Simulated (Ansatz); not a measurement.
Ideal-gas functions of GeS, SMILES `[S+]#[Ge-]` at 600 K and 1 bar, from an Ansatz frequency run at PBE0-D4/def2-TZVP.

Molar mass 104.68 g/mol, point group C∞v (symmetry number 1), electronic degeneracy 1, moments of inertia 90.256 u Å². Harmonic wavenumbers (cm⁻¹, unscaled): 594.

Use S(trans) = R[1.5 ln M + 2.5 ln T − 1.1517]; rotational temperatures θ = 24.2544 K / I; S(rot) = R[ln(T/σθ) + 1]; for each mode x = 1.438777 ν̃/T, S = R[x/(eˣ − 1) − ln(1 − e⁻ˣ)] and H = RT x/(eˣ − 1); 1 cm⁻¹ = 0.0119627 kJ/mol; R = 8.31446 J/(mol·K).

By hand: the entropy, in J/(mol·K).

Translation 181.4. Rotation: θ = 0.2687 K, giving 72.4. Vibration, mode by mode: 6.04, in all 6.0. Electronic 0.0. Sum 259.8 J/(mol·K).

By hand: H − E and G − E in kJ/mol, counted from the electronic energy.

Zero-point energy ½ × 594 × 0.0119627 = 3.6; thermal vibration 2.3; translation, rotation and pV give 3.5 RT = 17.5. H − E = 23.4 kJ/mol, and G − E = 23.4 − 600 × 259.8/1000 = -132.5 kJ/mol.

Vibration gives 2 % of the entropy.
